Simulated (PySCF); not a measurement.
Structure problem from calculated spectra and properties.

Formula: C5H12O2S.

* NMR, other nuclei: isotropic shieldings of nuclei other than C and H, by class: 150 (2 O), 180 (1 S) ppm [GIAO PBE0/pcSseg-1]
* 13C NMR: chemical shifts (computed TMS as zero) by class: 65.6 (1 C), 40.1 (1 C), 23.2 (3 C) ppm [GIAO PBE0/pcSseg-1]
* Dipole: 4.57 D [PBE0/pcSseg-1]
* Rotational structure: rotational constants A, B, C: 2.298, 1.547, 1.514 GHz [GFN2-xTB]
* 1H NMR: chemical shifts (computed TMS as zero) by class: 2.53 (3 H), 1.38 (9 H) ppm [GIAO PBE0/pcSseg-1]

The electronic properties come from PySCF, for the isolated species, density fitting. Levels stand in brackets. Isolated species at its GFN2-xTB geometry, gas phase. NMR classes are plain means over equivalent atoms (diastereotopic ones count apart unless rotation or inversion swaps them), as if these changed places fast.

Q: Propose a structure and show how it fits.

A: Numbering: `[CH3:1][C:2]([CH3:3])([CH3:4])[S:5]([CH3:6])(=[O:7])=[O:8]`. 5 carbons fall into 3 classes; from least to most shielded: sp3 carbon bound to sulfur [C2] (65.6 ppm), S-methyl carbon [C6] (40.1 ppm), methyl carbon [C1/C3/C4] (23.2 ppm, 3 C, up to 4.8 ppm apart in this geometry). Hydrogen classes from least to most shielded: 3 H on an S-methyl carbon, C6 (2.53 ppm), 9 H on 3 methyl carbons, C1/C3/C4 (1.38 ppm, a mean of values up to 1.3 ppm apart in this geometry). The other shieldings belong to: 150 ppm, sulfonyl oxygen [O7/O8]; 180 ppm, sulfonyl sulfur [S5]. The optimised geometry has point group Cs and is an asymmetric top. Structure: `CC(C)(C)S(C)(=O)=O`. The assignments are read from this structure; whether some other isomer fits the data as well wasn't checked.

The values belong to the conformer `[CH3:1][C:2]([CH3:3])([CH3:4])[S:5]([CH3:6])(=[O:7])=[O:8]`: C1–C2–S5–C6 180°.
